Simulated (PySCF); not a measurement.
C₂H₇ClO₂Si, SMILES C(O)C[Si@@H](Cl)O. The structure is a stationary point at PBE0-D3(BJ)/def2-SVP. The structure was generated by enumeration; whether it is a known compound was not checked. Other conformers were not sampled.

The numbers are results of PBE0-D3(BJ)/def2-SVP run with PySCF, not measurements.

Harmonic wavenumbers (cm⁻¹): 80, 86, 167, 184, 221, 277, 318, 379, 471, 541, 690, 730, 768, 852, 856, 929, 952, 974, 1116, 1145, 1211, 1290, 1370, 1415, 1419, 1497, 2269, 3018, 3063, 3109, 3129, 3861, 3931. Rotational constants (GHz): 2.877, 1.720, 1.182; symmetry number 1.

### Question
Work out the zero-point energy and the ideal-gas rigid-rotor harmonic-oscillator thermochemistry at 298.15 K and 1 atm.

### Answer
ZPE = ½ Σ hcν = ½ × 42319 cm⁻¹ = 253.12 kJ/mol. H − E(el) = 277.62 kJ/mol. Entropy in J/(mol K): translation 169.12, rotation 118.82, vibration 89.16, total 377.11. G − E(el) = 165.18 kJ/mol. Cp = 128.80 J/(mol K). Modes under 150 cm⁻¹ make the vibrational entropy uncertain.
